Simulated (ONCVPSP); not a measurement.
**Potentials for tungsten (W) compared**

Generated with ld1.x 7.5 (TM, RRKJ, ultrasoft, PAW), atompaw 4.2 or ONCVPSP 4.0.1. The cutoff is in Ry: for ld1.x and atompaw files where the sum of valence levels is converged to 10 mRy in a Bessel basis, for ONCV files where the hardest occupied wave has 1 mHa per electron of residual kinetic energy. The error is the largest all-electron minus pseudo excitation energy over each file’s own four to seven test configurations (ionisations up to +4, promotions, holes and added fractions of an electron), all of which were solved. The labels leave out finer settings (local radius, basis sizes, second energies), which also bear on the numbers. Spin-polarised tests are not counted. The rows are a selection from randomly drawn settings: files with unsolved tests, undetermined cutoffs or missed reference levels are left out.

A true bound ghost makes a file unfit for plane-wave use even where its test errors are small: the radial tests pick states by their node count and pass the ghost by.

| potential | cutoff (Ry) | largest error (meV) | bound ghosts |
| --- | --- | --- | --- |
| ONCV, PBE, scalar-relativistic, rc 1.45/1.30/2.50 (spd), local smoothed, core correction yes, reference 5s2 5p6 5d4 6s2, qcut 7.6/5.3/7.6, projectors 3/2/1 | 157 | -6.3 | none |
| ONCV, PBE, fully relativistic, rc 2.00/2.05/2.40 (spd), local smoothed, core correction yes, reference 5s2 5p6 5d5 6s1, qcut 5.3/6.4/6.4, projectors 3/3/1 | 27 | -7.9 | none |
| ONCV, Wu-Cohen, scalar-relativistic, rc 2.60/2.15/2.40/0.95 (spdf), local smoothed, core correction yes, reference 4f14 5d4 6s1, qcut 2.5/3.5/6.5/20.4, projectors 2/3/2/3 | 331 | -694 | s, p |
| ONCV, LDA (Perdew-Wang 92), fully relativistic, rc 1.80/1.75/2.10 (spd), local smoothed, core correction yes, reference 5s2 5p6 5d4 6s1.5 6p0.5, qcut 5.4/7.3/7.3, projectors 2/2/2 | 41 | -14 | none |

**Question.** Fill in the row for W: ONCV, PBE, scalar-relativistic, rc 1.70/1.55/2.65/2.60 (spdf), local smoothed, core correction no, reference 5s2 5p6 5d5 6s1, qcut 8/11.1/5.4/4.5, projectors 2/2/2/2.

**Answer.** cutoff 73 Ry, largest error +10 meV, bound ghosts: none.
